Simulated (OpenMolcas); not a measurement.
# Computed transition rates of V³⁺

* Program: OpenMolcas
* Method: SS-CASPT2, IPEA 0.25 Eh, imaginary shift 0.1 Eh (closed shells correlated: 3s 3p)
* Basis: ANO-RCC-VQZP [7s6p4d3f2g1h]
* Scalar Hamiltonian: DKH2, point nucleus
* Active space: 2 electrons in 5 orbitals (3d)
* State averaging: 2S+1 = 3 even, 10 roots; 2S+1 = 1 even, 15 roots
* Spin-orbit coupling: RASSI with atomic mean-field integrals over the reference wave functions, term energies averaged over their components

Rates come from the transition moments of the reference wave functions (E1 and E2 in the length form). At fixed line strength A goes as λ^-3 for E1 and M1 and as λ^-5 for E2, so a rate at the computed wavelength can be rescaled to the measured one. Measured vacuum wavelengths follow from level energies in Sugar and Corliss, J. Phys. Chem. Ref. Data 7, 1191 (1978). Branching counts decays inside the model space alone, at computed energies, and the table is only a selection of the E2 and M1 lines, drawn from those between levels with measured partners whose computed energy lies within a factor of 1.5 of the measured one.

```
  Upper    Lower  Type  λ computed (nm)  λ measured (nm)  A computed (s-1)  A rescaled (s-1)  Branching %
3d2 1S0  3d2 1D2    E2            313.6            317.4          1.30e+01          1.22e+01         96.4
3d2 1S0  3d2 3P1    M1            349.7            342.2          3.95e-01                            2.9
3d2 3P2  3d2 3F4    E2            752.5            785.9          4.72e-02          3.80e-02         61.1
3d2 3P1  3d2 3F3    E2            742.4            774.4          4.40e-02          3.56e-02         59.0
3d2 1D2  3d2 3F3    M1            983.1            940.4          3.53e-02                           64.3
3d2 1G4  3d2 3F4    M1            559.4            566.4          2.59e-02                           59.2
3d2 3P1  3d2 3F2    E2            725.1            755.3          2.47e-02          2.01e-02         33.1
3d2 1D2  3d2 3F2    M1            952.8            912.5          1.95e-02                           35.5
3d2 1G4  3d2 3F3    M1            546.7            553.5          1.67e-02                           38.0
3d2 3P2  3d2 3F3    E2            729.7            761.4          1.43e-02          1.16e-02         18.5
3d2 3P2  3d2 1D2    M1             2832             4002          1.29e-02                           16.7
3d2 3P1  3d2 1D2    M1             3033             4386          5.88e-03                            7.9
3d2 3P2  3d2 3F2    E2            712.9              743          2.26e-03          1.84e-03          2.9
3d2 3F4  3d2 3F3    M1            24090            24430          1.45e-03          1.39e-03        100.0
3d2 1G4  3d2 1D2    E2             1232             1346          1.13e-03          7.26e-04          2.6
3d2 3F3  3d2 3F2    M1            30970            30730          8.68e-04          8.88e-04        100.0
```

Spin-changing lines and M1 lines between different terms are not rescaled, since their strength hangs on the term gaps too.

The largest correction is for 3d2 1G4 → 3d2 1D2 (E2): 1.13e-03 × (1232 / 1346)^5 = 7.26e-04 s-1, a factor of 0.64.

The computed rate and branching of 3d2 3F3 → 3d2 3F2 give the upper level a radiative lifetime of 1.000 / 8.68e-04 s-1 = 1.15e+03 s, counting decays inside the model space alone. The rescaled rate gives about 1.1e+03 s.

These are rates of the free ion; in crystals, glasses and complexes forced electric-dipole and non-radiative decay shorten such lifetimes by orders of magnitude. No measured rate stands beside these. Rescaling mends the energy factor alone: line strengths can still be far off where a level mixes with configurations outside the active space, and weak or spin-changing lines hang on small mixing coefficients that depend on the term gaps too, so rescaling need not improve them.

CASPT2 breaks the degeneracy within a term, and the mean is taken; among the terms shown or strongly mixed into the levels shown the widest spread is 910 cm-1 (3d2 1G). Measured partners are found by configuration, term and J. A level has none where our copy of the source lacks it or the pairing is in doubt (some pairs that miss far off the trend of their configuration count as doubtful). Only configurations of the active space appear.
